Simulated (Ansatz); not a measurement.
Bond stretch in Mg2, singlet.

Computed with full CI/cc-pVTZ, frozen core (Ansatz, a quantum-chemistry and plane-wave program).

The batch members p0 to p3 hold the bond at 2.72, 2.86, 3.03, 3.30 Å.

Ansatz input:

Ansatz 0.2 input:
```yaml
# input.yaml
basis:
  gaussian: { orbitals: cc-pvtz }
correlation:
  method: fci
  electrons: outside_noble_gas
scf:
  omitted_lower_state_checks: [cluster_reference, increment]
batch:
  members: [p0.yaml, p1.yaml, p2.yaml, p3.yaml]

# p2.yaml, one of the 4 members of this batch
crystal:
  periodic: [false, false, false]
  atoms:
    - { symbol: Mg, position_ang: [0.0, 0.0, 0.0] }
    - { symbol: Mg, position_ang: [0.0, 0.0, 3.03] }
total_charge: 0
magnetization:
  spin_polarized: false
```

Lines of the output on each member:

```
Member 1: Total energy: -10865.10678104 eV, -399.2853095694 hartree
Member 1: Checks for a lower state left out: cluster_reference, increment
Member 0: Total energy: -10864.93591323 eV, -399.2790302930 hartree
Member 0: Checks for a lower state left out: cluster_reference, increment
Member 2: Total energy: -10865.23730576 eV, -399.2901062645 hartree
Member 2: Checks for a lower state left out: cluster_reference, increment
Member 3: Total energy: -10865.34070046 eV, -399.2939059496 hartree
Member 3: Checks for a lower state left out: cluster_reference, increment
```
